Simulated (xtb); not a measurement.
CCl₄, charge +1, doublet, at a GFN2-xTB geometry (a state made from the parent by changing its charge; the spin is typed, not shown lowest), atoms displaced at random by about 0.02 Å a coordinate. Base run: GFN2-xTB in xtb.

Input for xtb:
```
$ xtb mol.xyz --gfn 2 --chrg 1 --uhf 1 --opt --json

# file mol.xyz
5

Cl     1.39571689    -1.12973331    -0.13312242
C      0.02192290    -0.01254333     0.03176603
Cl     0.65191071     1.67927474    -0.08061787
Cl    -1.07950287    -0.26301566    -1.39998827
Cl    -0.89392481    -0.28071783     1.50742768
```

Each row names what was changed in the base input (with any setting that the change needs).

```
change               ΔE vs base (kcal/mol)  optimiser steps
-------------------  ---------------------  ---------------
base                                 0.000                7
opt level = loose                    0.005                5
opt level = lax                      0.005                5
opt level = crude                    0.101                3
alpb = ch2cl2                       -48.45                7
engine = lbfgs                       0.000                -
engine = inertial                    0.004                -
opt level = tight                    0.000                8
opt level = vtight                   0.000                8
opt level = extreme                  0.000                9
```
